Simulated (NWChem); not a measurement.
Everything below was run with NWChem. System: H₅BFNO₂, charge 0, spin multiplicity 1, at a geometry optimised with B3LYP/def2-SVP. The structure started from a generated list of species. Level: PBE0/def2-TZVP.

Input file:

```
start mol
memory heap 200 mb stack 800 mb global 1000 mb
geometry units angstroms nocenter noautoz noautosym
  B     -0.158044     0.057718     0.118123
  F      0.088678     1.435682     0.128434
  O      0.069576    -0.561743     1.372386
  H      0.405739     0.084691     2.003399
  O     -1.310365    -0.365701    -0.581952
  H     -2.005394    -0.581523     0.049370
  N      1.079244    -0.493496    -0.944729
  H      1.021285    -1.510733    -1.017963
  H      2.011854    -0.234938    -0.618051
  H      0.930233    -0.093202    -1.873641
end
basis spherical
  * library def2-tzvp
end
dft
  xc pbe0
  semidirect memsize 60000000 filesize 0
  iterations 100
end
task dft energy
```

Part of the output:

```
             Northwest Computational Chemistry Package (NWChem) 7.3.0
             --------------------------------------------------------

                                NWChem Input Module
                                -------------------

 Scaling coordinates for geometry "geometry" by  1.889725989
 (inverse scale =  0.529177249)

                             Geometry "geometry" -> ""
                             -------------------------

 Output coordinates in angstroms (scale by  1.889725989 to convert to a.u.)

  No.       Tag          Charge          X              Y              Z
 ---- ---------------- ---------- -------------- -------------- --------------
    1 B                    5.0000    -0.15804400     0.05771800     0.11812300
    2 F                    9.0000     0.08867800     1.43568200     0.12843400
    3 O                    8.0000     0.06957600    -0.56174300     1.37238600
    4 H                    1.0000     0.40573900     0.08469100     2.00339900
    5 O                    8.0000    -1.31036500    -0.36570100    -0.58195200
    6 H                    1.0000    -2.00539400    -0.58152300     0.04937000
    7 N                    7.0000     1.07924400    -0.49349600    -0.94472900
    8 H                    1.0000     1.02128500    -1.51073300    -1.01796300
    9 H                    1.0000     2.01185400    -0.23493800    -0.61805100
   10 H                    1.0000     0.93023300    -0.09320200    -1.87364100

 Effective nuclear repulsion energy (a.u.)     192.4632341313

            Nuclear Dipole moment (a.u.)
            ----------------------------
        X                 Y               Z
 ---------------- ---------------- ----------------
    -0.0000094486    -0.0000018897     0.0000075589


 Summary of "ao basis" -> "" (spherical)
 ------------------------------------------------------------------------------
       Tag                 Description            Shells   Functions and Types
 ---------------- ------------------------------  ------  ---------------------
 *                         def2-tzvp                  on all atoms

                                 NWChem DFT Module
                                 -----------------

 Summary of "ao basis" -> "ao basis" (spherical)
 ------------------------------------------------------------------------------
       Tag                 Description            Shells   Functions and Types
 ---------------- ------------------------------  ------  ---------------------
 B                         def2-tzvp                11       31   5s3p2d1f
 F                         def2-tzvp                11       31   5s3p2d1f
 O                         def2-tzvp                11       31   5s3p2d1f
 H                         def2-tzvp                 4        6   3s1p
 N                         def2-tzvp                11       31   5s3p2d1f

 Summary of "ao basis" -> "ao basis" (spherical)
 ------------------------------------------------------------------------------
       Tag                 Description            Shells   Functions and Types
 ---------------- ------------------------------  ------  ---------------------
 B                         def2-tzvp                11       31   5s3p2d1f
 F                         def2-tzvp                11       31   5s3p2d1f
 O                         def2-tzvp                11       31   5s3p2d1f
 H                         def2-tzvp                 4        6   3s1p
 N                         def2-tzvp                11       31   5s3p2d1f
[...]
 ---------------- ----- ----------------- --------- --------- ---------  ------
 d= 0,ls=0.0,diis     1   -330.5531261646 -5.23D+02  5.62D+00  6.77D+00    13.8
 d= 0,ls=0.0,diis     2   -332.2851063129 -1.73D+00  6.42D-03  6.09D+00    19.2
 d= 0,ls=0.0,diis     3   -332.8393960162 -5.54D-01  1.88D-03  4.55D-01    24.4
 d= 0,ls=0.0,diis     4   -332.8705582435 -3.12D-02  7.31D-04  7.22D-02    30.1
 d= 0,ls=0.0,diis     5   -332.8756556984 -5.10D-03  1.45D-04  4.11D-03    35.4
  Resetting Diis
 d= 0,ls=0.0,diis     6   -332.8759461793 -2.90D-04  5.07D-05  3.19D-04    40.5
 d= 0,ls=0.0,diis     7   -332.8759738276 -2.76D-05  2.78D-05  2.57D-05    46.3
 d= 0,ls=0.0,diis     8   -332.8759719439  1.88D-06  1.49D-05  4.94D-05    51.6
 d= 0,ls=0.0,diis     9   -332.8759761051 -4.16D-06  1.59D-06  3.07D-07    56.7
 d= 0,ls=0.0,diis    10   -332.8759761320 -2.69D-08  4.36D-07  2.20D-08    61.8

         Total DFT energy =     -332.875976131956
      One electron energy =     -841.522199566232
           Coulomb energy =      356.487301039842
    Exchange-Corr. energy =      -40.304311736869
 Nuclear repulsion energy =      192.463234131303

 Numeric. integr. density =       41.999990023459

     Total iterative time =     60.8s

                       DFT Final Molecular Orbital Analysis
                       ------------------------------------

 Vector   19  Occ=2.000000D+00  E=-3.382232D-01
              MO Center= -1.8D-02, -1.5D-03,  8.2D-01, r^2= 2.2D+00
   Bfn.  Coefficient  Atom+Function         Bfn.  Coefficient  Atom+Function
  ----- ------------  ---------------      ----- ------------  ---------------
    69      0.304676   3 O  py               39     -0.263617   2 F  pz
    72      0.254796   3 O  py               42     -0.217436   2 F  pz
    70     -0.182988   3 O  pz               75      0.164734   3 O  py
    45     -0.155386   2 F  pz               73     -0.151938   3 O  pz
    76     -0.125132   3 O  pz                8      0.114566   1 B  pz

 Vector   20  Occ=2.000000D+00  E=-3.055402D-01
              MO Center= -5.6D-01, -4.0D-01,  3.4D-01, r^2= 2.3D+00
   Bfn.  Coefficient  Atom+Function         Bfn.  Coefficient  Atom+Function
  ----- ------------  ---------------      ----- ------------  ---------------
   106      0.301984   5 O  py               68      0.289117   3 O  px
   109      0.252783   5 O  py               71      0.244998   3 O  px
   112      0.199629   5 O  py               74      0.198120   3 O  px
   107      0.126149   5 O  pz               69     -0.105394   3 O  py
   110      0.103769   5 O  pz               72     -0.088292   3 O  py

 Vector   21  Occ=2.000000D+00  E=-2.963523D-01
              MO Center= -6.2D-01, -3.2D-01,  1.0D-01, r^2= 2.4D+00
   Bfn.  Coefficient  Atom+Function         Bfn.  Coefficient  Atom+Function
  ----- ------------  ---------------      ----- ------------  ---------------
   106     -0.291684   5 O  py               68      0.269263   3 O  px
   109     -0.250134   5 O  py               71      0.227810   3 O  px
   112     -0.187383   5 O  py               74      0.178010   3 O  px
   105      0.148984   5 O  px              108      0.122352   5 O  px
   107      0.118115   5 O  pz              141     -0.113515   7 N  s

 Vector   22  Occ=0.000000D+00  E= 8.112484D-03
              MO Center=  1.4D+00, -5.6D-01, -9.8D-01, r^2= 5.4D+00
   Bfn.  Coefficient  Atom+Function         Bfn.  Coefficient  Atom+Function
  ----- ------------  ---------------      ----- ------------  ---------------
   141      2.130745   7 N  s               176     -0.926081   9 H  s
   170     -0.807791   8 H  s               182     -0.782158  10 H  s
     5     -0.398964   1 B  s               139      0.233652   7 N  s
    67      0.221872   3 O  s                96     -0.186412   4 H  s
   133     -0.181026   6 H  s                 9     -0.170452   1 B  px

 Vector   23  Occ=0.000000D+00  E= 7.080056D-02
              MO Center=  9.6D-02, -2.0D-02,  8.1D-01, r^2= 7.6D+00
   Bfn.  Coefficient  Atom+Function         Bfn.  Coefficient  Atom+Function
  ----- ------------  ---------------      ----- ------------  ---------------
     4      0.973856   1 B  s               141     -0.932231   7 N  s
    67      0.851595   3 O  s               182      0.835696  10 H  s
    96     -0.812322   4 H  s                 5     -0.711850   1 B  s
   170      0.637922   8 H  s               133     -0.558667   6 H  s
    14     -0.334255   1 B  pz              148      0.310097   7 N  px

 Vector   24  Occ=0.000000D+00  E= 7.827993D-02
              MO Center=  9.5D-01, -5.0D-01, -3.6D-01, r^2= 7.3D+00
   Bfn.  Coefficient  Atom+Function         Bfn.  Coefficient  Atom+Function
  ----- ------------  ---------------      ----- ------------  ---------------
   176      1.715017   9 H  s               170     -0.959612   8 H  s
   104      0.796535   5 O  s               148     -0.593699   7 N  px
   149     -0.501426   7 N  py                5     -0.480054   1 B  s
    12      0.457688   1 B  px              182     -0.439849  10 H  s
   150     -0.433131   7 N  pz              141     -0.384578   7 N  s

 center of mass
 --------------
 x =  -0.05611790 y =   0.08889652 z =   0.03931552

 moments of inertia (a.u.)
 ------------------
         392.148954792734          -3.943705999211          13.677379081175
          -3.943705999211         399.650157683400         -11.123135322417
          13.677379081175         -11.123135322417         381.218723490514

     Multipole analysis of the density
     ---------------------------------

     L   x y z        total         alpha         beta         nuclear
     -   - - -        -----         -----         ----         -------
     0   0 0 0     -0.000000    -21.000000    -21.000000     42.000000

     1   1 0 0      1.299847      0.649928      0.649928     -0.000009
     1   0 1 0     -0.629971     -0.314985     -0.314985     -0.000002
     1   0 0 1     -0.572360     -0.286184     -0.286184      0.000008

     2   2 0 0    -16.991393    -66.108315    -66.108315    115.225237
     2   1 1 0     -0.625414     -0.297051     -0.297051     -0.031311
     2   1 0 1     -3.479142      4.644929      4.644929    -12.769000
     2   0 2 0    -23.915257    -59.377698    -59.377698     94.840140
     2   0 1 1      2.456738     -3.219287     -3.219287      8.895311
     2   0 0 2    -18.989210    -68.751982    -68.751982    118.514754

 Task  times  cpu:       61.9s     wall:       61.9s

 Total times  cpu:       61.9s     wall:       61.9s
```
